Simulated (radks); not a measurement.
Results of a calculation; reference values are marked as such.
Effect of the nuclear size on neutral zinc, [Ar] 3d10 4s2. Level of theory: Dirac Kohn-Sham, exchange-only LDA, spin-unpolarised, spherical densities, finite nucleus; Fermi nuclear charge, rms radius 3.9283 fm (a radial shooting solver on a logarithmic mesh with Libxc functionals). The rms radius is varied about that value; shifts are against it.

| rms radius (fm) | total energy shift (eV) | density at nucleus (e/bohr^3) | 1s1/2 shift (meV) | 2s1/2 shift (meV) | 2p1/2 shift (meV) | 3s1/2 shift (meV) | 3p1/2 shift (meV) |
|---|---|---|---|---|---|---|---|
| 3.4333 | -0.0551 | 2.514e+04 | -23.4 | -2.23 | 0.193 | -0.325 | 0.033 |
| 3.783 | -0.0169 | 2.5e+04 | -7.18 | -0.684 | 0.059 | -0.100 | 0.010 |
| 3.9283 | 0 | 2.495e+04 | 0.000 | 0.000 | 0.000 | 0.000 | 0.000 |
| 4.0933 | 0.0199 | 2.489e+04 | 8.47 | 0.806 | -0.070 | 0.117 | -0.012 |
| 4.6472 | 0.0924 | 2.472e+04 | 39.3 | 3.74 | -0.324 | 0.545 | -0.056 |

Slopes of the eigenvalues against <r^2> in GHz/fm^2, as finite differences over the two radii next to the reference (eigenvalue slopes, not the field-shift constants of lines): 1s1/2 1550, 2s1/2 147, 2p1/2 -12.8, 3s1/2 21.5.
